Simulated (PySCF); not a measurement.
# Se⁺: interval between two levels

Se⁺ [Ar] 3d10 4s2 4p3 [4S3/2, M_J = 3/2] → Se⁺ [Ar] 3d10 4s1 4p4 [4P5/2, M_J = 5/2], as a difference of total energies. Computed with PySCF 2.14 in x2c-TZVPall-2c with one added diffuse shell each of s, p, d type (7s8p5d1f, 63 functions), with the two-component X2C-1e Hamiltonian. Correlated levels: [Ne] frozen. "Screened" scales the spin-orbit matrix elements by Boettger's factors to mimic the two-electron term; Breit and QED terms are absent.

| method | interval between two levels (cm⁻¹) |
| --- | --- |
| GHF (spin-free) | 88493 |
| GMP2 (spin-free) | 89061 |
| GHF (screened spin-orbit) | 87559 |
| GMP2 (screened spin-orbit) | 88077 |

The spin-free rows relax to the high-spin LS determinant and lack the spin-orbit shift.

Errors of the correlated levels include the incompleteness of this basis and the frozen core.

The labels give the starting determinants; with spin-orbit coupling the two ends relaxed to ⟨J²⟩ = 3.75, ⟨L²⟩ = 0.01, ⟨S²⟩ = 3.74 and ⟨J²⟩ = 8.77, ⟨L²⟩ = 2.01, ⟨S²⟩ = 3.76.

For comparison: 83877 cm⁻¹ (measured; NIST Handbook of Basic Atomic Spectroscopic Data (Sansonetti and Martin, J. Phys. Chem. Ref. Data 34, 1559 (2005))).
